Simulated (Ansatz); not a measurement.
Complex (SMILES): C (CH4) with [H][H] (H2), atoms 1 to 5 the first; geometry from B3LYP-D3(BJ)/def2-TZVP, monomers rigid:
```xyz
7

C     -0.1244    -0.1244     0.1342
H      0.5271     0.4868     0.7574
H     -0.8183    -0.6760     0.7670
H      0.4773    -0.8263    -0.4418
H     -0.6845     0.5170    -0.5450
H      1.8534     1.4427    -1.6637
H      2.3267     1.8195    -2.0969
```

Basis-set convergence of the counterpoise-corrected interaction energy at wB97M-V with Ansatz (a program for electronic structure). Cartesian d functions, on some or all atoms, in 6-31+G*, 6-31G**; all else is spherical. The program fits the integrals of some runs and decomposes those of others, by size. The functional holds VV10 correlation; no added dispersion term, no relativity. Functions are those of the species that has most. Reference: the value in aug-pcseg-3, -0.22 kcal/mol. Deviations are taken from unrounded values.

| basis | functions | counterpoise-corrected interaction energy (kcal/mol) | minus reference (kcal/mol) |
|---|---|---|---|
| STO-3G | 11 | -0.12 | 0.10 |
| 6-31G | 21 | -0.22 | 0.00 |
| 6-31+G* | 31 | -0.22 | 0.00 |
| cc-pVDZ | 44 | -0.15 | 0.07 |
| def2-SVP | 44 | -0.14 | 0.07 |
| 6-31G** | 45 | -0.25 | -0.03 |
| 6-311+G** | 58 | -0.26 | -0.04 |
| def2-TZVP | 67 | -0.23 | -0.01 |
| def2-SVPD | 68 | -0.18 | 0.04 |
| aug-cc-pVDZ | 77 | -0.23 | -0.01 |
| aug-pcseg-1 | 77 | -0.19 | 0.03 |
| 6-311++G(2d,2p) | 87 | -0.23 | -0.01 |
| pcseg-2 | 114 | -0.21 | 0.01 |
| def2-TZVPP | 115 | -0.22 | 0.00 |
| 6-311++G(3df,3pd) | 147 | -0.23 | -0.01 |
| aug-cc-pVTZ | 184 | -0.21 | 0.01 |
| cc-pVQZ | 235 | -0.21 | 0.01 |
| pcseg-3 | 258 | -0.22 | 0.00 |
